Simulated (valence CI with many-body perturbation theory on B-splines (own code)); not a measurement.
# Fe IV: electric-dipole lines

Method: configuration interaction combined with many-body perturbation theory (CI+MBPT): five valence electrons over a frozen Dirac-Fock core [Ar], radial functions for each j: 7 s, 7 p, 8 d, 6 f, 4 g, 1 h, with the one-electron correlation potential Σ1 (screened to all orders), the two-electron term Σ2, the three-electron term Σ3, Breit, model QED; selected single and double excitations, second order for the rest (own B-spline code, finite nucleus).

Set against measurement, 54 paired levels are off by 4258 cm⁻¹ on average, the worst by 7832. These come from a selection out of Corliss and Sugar, J. Phys. Chem. Ref. Data 11, 135 (1982). Levels without a partner in it may be off by more, other configurations by 1,000 to 8,000 cm⁻¹. Among the levels kept, up to 2000 cm⁻¹ of a level comes from second order outside the variational space, and about a tenth of that is noise between levels of different J, which matters for small intervals.

Lines 101 to 150 of 587 in falling wavelength, among levels below 227970 cm⁻¹, chosen from the strongest by gf and those to the six lowest levels. Wavelengths and rates use the calculated energies, so an error of 4000 cm⁻¹ moves a line at 173.1 nm by 6.9 % and its rate by three times that or more. Electric multipoles are in the length gauge, E1 and E2 with the static RPA response of the core. Weak lines are less certain than strong ones. Lines between different terms over intervals too small for the method are left out, as are lines whose strength nearly cancels. Where a level lies close to another of its J and parity, the split of strength between their lines is uncertain. The highest levels of a list are the least certain.

Names give the largest LS component (configuration and term), which can be under half, so a name can repeat, a term be missing and a line seem to break the LS rules; names also repeat where a configuration has a term twice. Letters in brackets count levels of one name in rising energy.

```
λ vac (nm)               Upper             Lower   A (s⁻¹)  log gf  Branch %
     173.1   3d⁴4p ⁴G°_7/2 [c]  3d⁴4s ²G_9/2 [a]  1.31e+08   -0.33       6.2
     173.1   3d⁴4p ⁴G°_5/2 [a]  3d⁴4s ⁴F_3/2 [a]  1.62e+08   -0.36      13.6
     173.0       3d⁴4p ⁴S°_3/2  3d⁴4s ²P_3/2 [a]  9.21e+07   -0.78       2.7
     172.9   3d⁴4p ⁴G°_9/2 [a]  3d⁴4s ⁴F_7/2 [a]  8.14e+07   -0.44       5.3
     172.8   3d⁴4p ²F°_7/2 [c]  3d⁴4s ²G_9/2 [a]  9.99e+07   -0.45       4.1
     172.7   3d⁴4p ⁴G°_7/2 [b]      3d⁴4s ⁴G_7/2  4.27e+07   -0.82       1.1
     172.6   3d⁴4p ⁴D°_3/2 [b]  3d⁴4s ⁴P_3/2 [a]  2.46e+08   -0.36      19.3
     172.4  3d⁴4p ²I°_11/2 [a]      3d⁴4s ²H_9/2  3.96e+08    0.33      22.7
     172.2   3d⁴4p ⁴G°_5/2 [b]      3d⁴4s ⁴G_5/2  6.41e+07   -0.77       1.6
     172.1   3d⁴4p ²G°_7/2 [b]  3d⁴4s ²G_7/2 [b]  5.81e+07   -0.69       2.3
     171.9   3d⁴4p ⁴D°_1/2 [b]  3d⁴4s ⁴P_1/2 [a]  4.33e+08   -0.42      36.0
     171.7   3d⁴4p ⁴D°_7/2 [b]  3d⁴4s ⁴P_5/2 [a]  1.13e+08   -0.40       7.4
     171.7   3d⁴4p ⁴D°_7/2 [b]  3d⁴4s ⁴F_9/2 [a]  1.44e+08   -0.29       9.4
     171.6   3d⁴4p ²G°_9/2 [c]  3d⁴4s ²G_9/2 [b]  4.53e+07   -0.70       1.9
     171.3   3d⁴4p ⁴F°_5/2 [b]      3d⁴4s ⁴G_7/2  7.81e+07   -0.69       2.7
     171.3  3d⁴4p ⁴G°_11/2 [c]  3d⁴4s ²G_9/2 [a]  1.11e+08   -0.23       6.4
     171.2  3d⁴4p ⁴G°_11/2 [a]  3d⁴4s ⁴F_9/2 [a]  1.28e+08   -0.17       5.8
     171.2   3d⁴4p ⁴D°_7/2 [b]  3d⁴4s ⁴F_5/2 [a]  6.00e+07   -0.68       3.9
     171.2  3d⁴4p ²I°_13/2 [a]     3d⁴4s ⁴G_11/2  1.91e+08    0.07      11.6
     171.1  3d⁴4p ²I°_11/2 [a]      3d⁴4s ⁴G_9/2  1.06e+08   -0.25       6.1
     171.0   3d⁴4p ⁴D°_7/2 [c]  3d⁴4s ⁴P_5/2 [a]  2.25e+08   -0.10      14.0
     171.0   3d⁴4p ⁴D°_7/2 [c]  3d⁴4s ⁴F_9/2 [a]  1.21e+08   -0.37       7.5
     170.9   3d⁴4p ⁴G°_9/2 [c]  3d⁴4s ²G_7/2 [a]  7.92e+07   -0.46       4.1
     170.8   3d⁴4p ⁴F°_7/2 [b]      3d⁴4s ⁴G_9/2  8.38e+07   -0.53       2.4
     170.8  3d⁴4p ²I°_13/2 [b]     3d⁴4s ²I_11/2  1.04e+08   -0.19       3.6
     170.8   3d⁴4p ⁴D°_7/2 [c]  3d⁴4s ⁴F_7/2 [a]  4.18e+07   -0.84       2.6
     170.7   3d⁴4p ⁴F°_9/2 [b]     3d⁴4s ⁴G_11/2  5.51e+07   -0.62       1.6
     170.6  3d⁴4p ²I°_13/2 [b]     3d⁴4s ²I_13/2  5.00e+08    0.49      17.4
     170.3  3d⁴4p ²I°_11/2 [b]     3d⁴4s ²I_11/2  5.76e+08    0.48      16.8
     170.2  3d⁴4p ²I°_11/2 [b]     3d⁴4s ²I_13/2  2.72e+07   -0.85       0.8
     170.1   3d⁴4p ²G°_9/2 [a]  3d⁴4s ⁴F_7/2 [a]  7.53e+07   -0.49       5.0
     170.1   3d⁴4p ⁴D°_5/2 [b]  3d⁴4s ⁴P_3/2 [a]  2.18e+08   -0.25      16.5
     170.1   3d⁴4p ⁴D°_3/2 [b]  3d⁴4s ⁴P_1/2 [a]  2.16e+08   -0.43      16.9
     170.0   3d⁴4p ⁴G°_5/2 [a]  3d⁴4s ⁴P_3/2 [a]  1.00e+08   -0.59       8.4
     169.8       3d⁴4p ⁶F°_3/2      3d⁴4s ⁶D_5/2  8.25e+07   -0.85      12.8
     169.1       3d⁴4p ⁶F°_1/2      3d⁴4s ⁶D_1/2  4.89e+08   -0.38      76.7
     169.1   3d⁴4p ²D°_3/2 [a]  3d⁴4s ²P_3/2 [a]  1.79e+08   -0.51       4.4
     169.0       3d⁴4p ⁶F°_3/2      3d⁴4s ⁶D_3/2  3.66e+08   -0.20      56.9
     168.9   3d⁴4p ²H°_9/2 [a]      3d⁴4s ²H_9/2  4.38e+08    0.27      14.0
     168.7       3d⁴4p ⁶F°_5/2      3d⁴4s ⁶D_5/2  3.09e+08   -0.10      47.6
     168.5  3d⁴4p ²H°_11/2 [a]     3d⁴4s ²H_11/2  4.59e+08    0.37      13.6
     168.5       3d⁴4p ⁴S°_3/2  3d⁴4s ²P_1/2 [a]  9.14e+07   -0.81       2.6
     168.5       3d⁴4p ⁶F°_3/2      3d⁴4s ⁶D_1/2  1.90e+08   -0.49      29.5
     168.4       3d⁴4p ⁶F°_7/2      3d⁴4s ⁶D_7/2  2.40e+08   -0.09      36.5
     168.1   3d⁴4p ²F°_7/2 [d]  3d⁴4s ²G_9/2 [b]  5.42e+08    0.26      15.2
     168.0       3d⁴4p ⁶F°_5/2      3d⁴4s ⁶D_3/2  2.91e+08   -0.13      44.9
     168.0   3d⁴4p ²H°_9/2 [c]  3d⁴4s ²G_7/2 [b]  5.46e+08    0.36      13.9
     167.9       3d⁴4p ⁶F°_9/2      3d⁴4s ⁶D_9/2  1.44e+08   -0.21      21.6
     167.4       3d⁴4p ⁶F°_7/2      3d⁴4s ⁶D_5/2  3.94e+08    0.12      59.9
     167.4      3d⁴4p ²K°_13/2     3d⁴4s ²I_11/2  5.34e+08    0.50      36.0
```

Task: How does gf follow from A for the line at 168.9 nm?

Result: gf = 1.4992 × (2J+1)_upper × A / σ², with σ = 59196 cm⁻¹ and 2J+1 = 10: gf = 1.87.
